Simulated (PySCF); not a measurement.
A calculated (BP86, PySCF 2.14, cc-pVDZ, the non-relativistic Hamiltonian (point nucleus)) atom or ion has these occupied shells.

```json
{"shell": "1s", "electrons": "2", "orbital energy (eV)": "-830.12", "rms radius, mean of both spins (bohr)": "0.183"}
{"shell": "2s", "electrons": "2", "orbital energy (eV)": "-35.316", "rms radius, mean of both spins (bohr)": "0.985"}
{"shell": "2p", "electrons": "6", "orbital energy (eV)": "-12.204", "rms radius, mean of both spins (bohr)": "1.09"}
```

Question: Name the element and its charge.

Answer: Ne (neon, neutral), in [Ne], closed-shell 1S.
